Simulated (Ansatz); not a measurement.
CH$_{3}$AlFNS, SMILES `F[C]1(S)[NH][AlH]1`, 8 atoms. The species carries charge 0 and has multiplicity 1. All runs use 2 threads of an Arm Neoverse V1 on a shared host. Correlated methods freeze the cores.

(1) How many basis functions does each run have, and how long does it take in Ansatz? RKS PBE0-D4/def2-TZVP relaxation (7 steps); RKS r2SCAN-D4/def2-TZVPP energy and forces; RKS CAM-B3LYP-D4/def2-TZVPP energy; RKS ωB97M-V/def2-SVP energy; RHF-CCSD(T)/def2-TZVPP energy; RKS HSE06 (plane-wave form)-D4/def2-TZVPP energy; direct RPA on PBE orbitals/def2-TZVPP energy; RKS PBE0-D4/def2-TZVP frequencies; RKS SPW92 (LDA)/def2-TZVPP energy; RHF-CCSD(T)/def2-SVP energy; RKS PBE0-D4/def2-SVP energy; RHF-MP2/def2-QZVPP energy. (An estimate is asked.)

Results:

(1) Computed: Other jobs shared the machine, so times are rough.

```tsv
level	job	functions	wall time	peak host memory (GiB)
RKS PBE0-D4/def2-SVP	energy	93	1.8 s	0.17
RKS SPW92 (LDA)/def2-TZVPP	energy	219	2.1 s	0.26
RKS CAM-B3LYP-D4/def2-TZVPP	energy	219	5 s	0.56
RHF-CCSD(T)/def2-SVP	energy	93	5.5 s	0.31
RKS HSE06 (plane-wave form)-D4/def2-TZVPP	energy	219	5.5 s	0.53
RKS r2SCAN-D4/def2-TZVPP	energy and forces	219	8 s	0.29
direct RPA on PBE orbitals/def2-TZVPP	energy	219	8 s	0.51
RKS ωB97M-V/def2-SVP	energy	93	9 s	0.27
RHF-MP2/def2-QZVPP	energy	401	28 s	2
RKS PBE0-D4/def2-TZVP	relaxation (7 steps)	185	45 s	0.45
RHF-CCSD(T)/def2-TZVPP	energy	219	2.3 min	3.3
RKS PBE0-D4/def2-TZVP	frequencies	185	3.2 min	0.45
```
